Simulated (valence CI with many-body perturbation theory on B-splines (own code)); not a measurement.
Pm⁵⁵⁺ in brief

Calculated by valence CI with perturbative core correlation (CI+MBPT): four valence electrons over a frozen Dirac-Fock core [He], radial functions for each j: 9 s, 9 p, 8 d, 6 f, 3 g, 1 h, with the one-electron correlation potential Σ1, the two-electron term Σ2, the three-electron term Σ3, Breit, model QED; selected CI, second order for the rest, scaled by the run's own slope (own B-spline code, finite nucleus).

The last digits are not significant, and no measured levels were compared; by estimate large intervals hold to a few tenths of a per cent, small ones and those within an open d or f shell to about a per cent.

Levels are named by their leading jj configuration (3d3/2^4 stands for four electrons in 3d with j = 3/2), which in mixed levels can hold well under half, so a name can repeat and another be missing.

Rates and lifetimes use the calculated energies. Strong lines usually hold to 10 to 20 %, long lifetimes can be off by a factor of two.

(1) What is the ground level?

(2) How well does LS coupling describe the low levels?

(3) Among levels below 7237.3 eV, which E1 lines absorb most strongly from the ground level?

(4) What are the static dipole polarisabilities of the lowest levels?

(5) Name the longest-lived excited levels whose lifetime is computed, and their main decay.

Results:

(1) (2s^2 2p1/2^2) J=0, composition 69 % 2s²2p² ³P + 30 % 2s²2p² ¹S.

(2) Among the lowest 20 levels the leading LS term, summed over configurations, holds 67 % on average. For single configurations the figures are 66 % in LS and 99 % in jj coupling. Terms mix most in the J = 1 level at 873.2 eV, where the leading one holds 33 %.

(3) to (2s^2 2p1/2 3d3/2) J=1 at 0.1776 nm, f = 1.01; to (2s 2p1/2^2 3p1/2) J=1 at 0.1791 nm, f = 0.457; to (2s 2p1/2^2 3p3/2) J=1 at 0.1743 nm, f = 0.349.

(4) (2s^2 2p1/2^2) J=0 0.000229 bohr³, of which the core gives 5.34e-07.

(5) (2s^2 2p1/2 2p3/2) J=2 at 597.6 eV lives 349 ns, mostly by E2 to (2s^2 2p1/2^2) J=0; (2s^2 2p1/2 2p3/2) J=1 at 580.6 eV lives 799 ps, mostly by M1 to (2s^2 2p1/2^2) J=0.
